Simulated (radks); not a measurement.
Values are calculated unless marked as measured or tabulated.
The holmium ion Ho2+ inside a hard spherical wall (all orbitals vanish at R), configuration held at [Xe] 4f11 and not refilled when levels cross. Code: a radial shooting solver on a logarithmic mesh with Libxc functionals. Model: scalar-relativistic Kohn-Sham, PBE, spin-polarised, spherical densities, finite nucleus; open shells are filled with parallel spins first (spin-orbit coupling, left out, can overturn this in heavy ions); Fermi nuclear charge, rms radius 5.2022 fm. Eigenvalues in eV for spin up, with the zero of energy where the potential of the charges vanishes at infinity; a dash marks a level that is unbound or too diffuse for the functional's potential to be trusted. A positive occupied level is held by the wall or, in an anion where self-interaction has pushed it up, behind a barrier. The pressure on the wall is -dE/dV.

| R (bohr) | E (hartree) | kinetic (hartree) | e(4d) | e(5s) | e(5p) | e(4f) | e(6s, empty) | e(5d, empty) | pressure (GPa) |
|---|---|---|---|---|---|---|---|---|---|
| free | -12614.5572 | 13639.863 | -174.40 | -65.238 | -40.506 | -18.275 | -14.765 | -13.670 | 0 |
| 20 | -12614.5572 | 13639.863 | -174.40 | -65.238 | -40.506 | -18.275 | -14.765 | -13.670 | < 0.0001 |
| 12 | -12614.5572 | 13639.863 | -174.40 | -65.238 | -40.506 | -18.275 | -14.765 | -13.670 | < 0.0001 |
| 10 | -12614.5572 | 13639.863 | -174.40 | -65.238 | -40.506 | -18.275 | -14.764 | -13.669 | < 0.0001 |
| 8 | -12614.5572 | 13639.863 | -174.39 | -65.237 | -40.505 | -18.274 | -14.735 | -13.662 | 0.000622 |
| 4 | -12614.5183 | 13640.195 | -173.27 | -64.424 | -39.719 | -17.217 | -7.116 | -11.153 | 13.9 |
| 3.5 | -12614.4225 | 13640.908 | -171.69 | -63.261 | -38.488 | -15.719 | 0.397 | -8.469 | 64.9 |
| 2.5 | -12612.7359 | 13650.395 | -158.41 | -52.759 | -26.062 | -3.021 | 53.385 | 11.883 | 1840 |
| 2 | -12607.2851 | 13674.693 | -135.67 | -30.265 | 1.426 | 19.461 | 146.99 | 50.333 | 12200 |
| 1.5 | -12581.3220 | 13772.118 | -77.913 | 54.447 | 101.61 | 81.013 | 425.43 | 174.25 | 113000 |
